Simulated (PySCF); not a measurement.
Some computed properties have been withheld. Give your best values.

Compound: C4H12Si3.
SMILES: `[SiH3]CC[SiH2]C#C[SiH3]`

Conformer (atom-mapped SMILES and torsion angles): `[SiH3:1][C:2]#[C:3][SiH2:4][CH2:5][CH2:6][SiH3:7]`: C3–Si4–C5–C6 53°, Si4–C5–C6–Si7 179°.

```tsv
property	level	value
point group of the GFN2-xTB geometry	GFN2-xTB	?
rotational constants A, B, C of the GFN2-xTB geometry	GFN2-xTB	1.928, 0.508, 0.413 GHz
dipole moment	CAM-B3LYP/def2-SVPD	?
HOMO energy	CAM-B3LYP/def2-SVPD	?
LUMO energy	CAM-B3LYP/def2-SVPD	0.53 eV
lowest singlet excitation	TDDFT CAM-B3LYP/def2-SVPD	5.66 eV (219 nm, f = 0.000)
strongest line among the 8 lowest singlet transitions	TDDFT CAM-B3LYP/def2-SVPD	S8 at 7.77 eV (160 nm, f = 0.310)
lowest triplet excitation (Tamm–Dancoff)	TDA CAM-B3LYP/def2-SVPD	4.72 eV
static isotropic polarisability	CAM-B3LYP/def2-SVPD	129.9 au
electronic spatial extent ⟨r²⟩ about the centre of nuclear charge	CAM-B3LYP/def2-SVPD	?
13C chemical shifts (computed TMS as zero) by class	GIAO PBE0/pcSseg-1	118.4 (1 C), 114.0 (1 C), 10.8 (1 C), 5.7 (1 C) ppm
1H chemical shifts (computed TMS as zero) by class	GIAO PBE0/pcSseg-1	4.48 (2 H), 4.25 (3 H), 3.89 (3 H), 0.96 (2 H), 0.77 (2 H) ppm
isotropic shieldings of nuclei other than C and H, by class	GIAO PBE0/pcSseg-1	?
```

Gas-phase values; electronic properties from PySCF, density fitting. Isolated species at its GFN2-xTB geometry (one conformer only). NMR classes are plain means over equivalent atoms (diastereotopic ones count apart unless rotation or inversion swaps them), as if these changed places fast; in this geometry the members of some classes differ.

**Question.** The HOMO energy?

**Answer.** -9.11 eV.

**Question.** Give the dipole moment.

**Answer.** 0.06 D.

**Question.** What are the isotropic shieldings of nuclei other than C and H, by class?

**Answer.** 412 (1 Si), 416 (1 Si), 449 (1 Si) ppm.

**Question.** Give the electronic spatial extent ⟨r²⟩ about the centre of nuclear charge.

**Answer.** 2650 bohr².

**Question.** Give the point group of the GFN2-xTB geometry.

**Answer.** C1.

In wavenumbers S1 is 45700 cm⁻¹ (1 eV = 8065.54 cm⁻¹). No computed singlet falls in the visible range (750 to 380 nm, 1.65 to 3.26 eV); S1 lies 2.40 eV above its blue end. With B = h/(8π²I), that is 505.379 GHz u Å² over I, the principal moments of inertia are 262.1, 995.3 and 1222.4 u Å² (most abundant isotopes). The polarisability is 19.25 Å³ as a volume (1 au = 0.148185 Å³), or 1.67 au for each of the 78 electrons.

For the NMR shielding job (PBE0/pcSseg-1), the run took 60 s on an Arm Neoverse N1 with one thread, no GPU, on a shared host, and the process peaked at 0.84 GiB of memory.
